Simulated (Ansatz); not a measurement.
Ansatz (a quantum-chemistry and plane-wave program) input (wB97X-V/def2-TZVP):

Ansatz 0.2 input:
```yaml
crystal:
  periodic: [false, false, false]
  atoms:
    - {symbol: Li, position_ang: [-0.00000000, -0.00000000, -0.00000000]}
    - {symbol: F, position_ang: [1.87520030, -0.00004519, -0.02881500]}
    - {symbol: F, position_ang: [-0.93760611, 1.62418276, 0.01147264]}
    - {symbol: F, position_ang: [-0.93759420, -1.62413757, 0.01734236]}
basis:
  gaussian:
    orbitals: def2-TZVP
hamiltonian:
  xc: {name: wB97X-V}
total_charge: -2
relax: {f_tol: 0.003, max_steps: 100}
```

End of the output:

```
mean field evaluation 16: about -8357.3210 eV, gradient 7.8e-2 eV
mean field -8357.34859839 eV, -307.1268961764 hartree, gradient 3.7e-5 eV, S^2 0.000000; 0 other end points of the search recorded, 0 dependent functions left out
the calculation of the forces begins
reference -8357.34859548 eV, -307.1268960695 hartree; 16, 16 occupied and 91, 91 virtual orbitals, 597 factors
relax step   2: F+E_penalty+E_count = -8357.34859839 eV  Δ(F+E_penalty+E_count) = -8.282e-5 eV  max|allowed force component| = 1.344e-2 eV/Å  Δτ_max = 0.0016 Å  (21 SCF iters, accepted)
these checks for a lower state are left out or cut short: starts, cluster_reference, orbital_swaps, neighbouring_geometries, increment
integrals: 0.04 GiB planned
597 factors; their error is unknown
integrals: 0.07 GiB planned
158 factors; integrals over basis functions are off by at most 6.8e-6 eV
mean field: 0.33 GiB planned
mean field -8357.34865683 eV, -307.1268983241 hartree, gradient 6.8e-5 eV, S^2 0.000000; 0 other end points of the search recorded, 0 dependent functions left out
the calculation of the forces begins
reference -8357.34865393 eV, -307.1268982174 hartree; 16, 16 occupied and 91, 91 virtual orbitals, 597 factors
relax step   3: F+E_penalty+E_count = -8357.34865683 eV  Δ(F+E_penalty+E_count) = -5.844e-5 eV  max|allowed force component| = 1.067e-4 eV/Å  Δτ_max = 0.0029 Å  (21 SCF iters, accepted)
integrals: 0.04 GiB planned
597 factors; their error is unknown
integrals: 0.07 GiB planned
158 factors; integrals over basis functions are off by at most 6.8e-6 eV
mean field: 0.33 GiB planned
mean field evaluation 32: about -8357.3213 eV, gradient 1.9e-1 eV
mean field -8357.34865683 eV, -307.1268983241 hartree, gradient 6.8e-5 eV, S^2 0.000000; 1 other end points of the search recorded, 0 dependent functions left out
the calculation of the forces begins
reference -8357.34865393 eV, -307.1268982174 hartree; 16, 16 occupied and 91, 91 virtual orbitals, 597 factors
Total energy: -8357.34865393 eV, -307.1268982174 hartree
Atom 0 at     0.000017    -0.000000    -0.000000 Å, force     0.000038    -0.000000    -0.000001 eV/Å
Atom 1 at     1.879674    -0.000045    -0.028884 Å, force     0.000107    -0.000000    -0.000002 eV/Å
Atom 2 at    -0.939852     1.628055     0.011500 Å, force    -0.000072     0.000062     0.000001 eV/Å
Atom 3 at    -0.939840    -1.628009     0.017384 Å, force    -0.000072    -0.000062     0.000001 eV/Å
Dipole moment:     0.000029    -0.000000    -0.000000 e Å
```

It need not be the lowest isomer of its formula.
